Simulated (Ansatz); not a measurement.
Basis-set extrapolation for C4H10Si (`C=C([SiH3])CC`) (PBE0-D4/def2-TZVP geometry, frozen core, Ansatz). Multiplicity 1, RHF reference.

```csv
,def2-TZVPP,def2-QZVPP
HF,-446.272706,-446.289034
MP2 correlation,-0.807689,-0.859142
CCSD(T) correlation,-0.904723,not run
```

Energies in hartree. Use E(X) = E(∞) + A·exp(−7.88·√X) for Hartree–Fock and E(X) = E(∞) + B·X^(−2.97) for correlation, with X = 3 and 4, and add CCSD(T) minus MP2 of the smaller set to the MP2 limit.

**Question.** What is the CCSD(T) energy at the basis-set limit?

**Answer.** HF limit: -446.289034 + (-0.016328) × 0.13774 = -446.29128. MP2 limit: -0.859142 + (-0.051453) × 0.74074 = -0.89726. Higher-order term: -0.904723 − (-0.807689) = -0.09703. Total: -447.28557 hartree, 2.94 eV below CCSD(T)/def2-TZVPP.
